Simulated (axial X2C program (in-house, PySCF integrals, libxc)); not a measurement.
# What spin–orbit coupling does to WSi

Calculated with an axial X2C code built on PySCF integrals. Spin-free means the one-electron spin-free X2C Hamiltonian; two-component (2c) means X2C with spin–orbit coupling and atomic mean-field two-electron Coulomb and Gaunt terms, so the difference of the two also holds small scalar two-electron terms. Basis: W dyall-cv3z [13s14p9d7f4g], Si dyall-v3z [8s7p2d1f] (cores contracted in-house); Gaussian nuclei, density fitting, unrestricted open shells. Masses: W 183.951 u, Si 27.977 u.

Spin-free state: M_S = 2, Λ = 1 (beyond evenly filled blocks: σα, π+α, π+β, π-α, δ+α, δ-α); fragments W + Si.

```tsv
level	Re (Å)	ωe (cm⁻¹)	μ (D)
PBE0	2.314	388.2	-2.62
TPSS	2.312	412.0	-2.35
```

Dipoles are positive if Si is the positive end.

Two-component determinant lowest at the distance of the search:

Ω = 3 (⟨Sz⟩ = 1.96, ⟨Lz⟩ = 1.04 at PBE0); fragments W + Si.

```json
{"level": "PBE0", "Re (Å)": "2.307", "ωe (cm⁻¹)": "390.1", "μ (D)": "-2.57"}
{"level": "TPSS", "Re (Å)": "2.303", "ωe (cm⁻¹)": "412.8", "μ (D)": "-2.31"}
```

Problem. From the two tables, how do the constants change at the PBE0 level (2c against spin-free)?

Solution. At the PBE0 level Re goes down by 0.007 Å and ωe increases by 1.9 cm⁻¹.

The state is one determinant whose occupation by symmetry is held fixed; it was picked as the lowest of a PBE0 search that is not exhaustive. De is not given where an atomic determinant may have missed its ground term or J level, or where the truncated virtual space spoils (T). Density functionals use the spin component along the axis (collinear). PBE0 can misorder states that lie within some tenths of an eV, so this need not be the ground state of the molecule. The nearest other spin-free determinant of the search, M_S = 2, Λ = 0, lies 0.46 eV up at the distance of the search. Without a current term, density functionals place determinants with orbital angular momentum somewhat too high. With several unpaired electrons one determinant need not be a pure state. A state of lower Ω lies just above, and one determinant can place such states too high, so the state shown need not be the lowest. The search has Ω = 1 only 0.08 eV up. Open-shell Ω = 0 determinants with evenly filled partner blocks cannot be reached by this program, so the Ω shown need not be the lowest component. At some level and bond length an empty orbital lies below a filled one. The determinant is spin-polarised beyond a pure state at some levels (its spin-free form has ⟨S²⟩ too high), which makes Re and μ there less reliable.
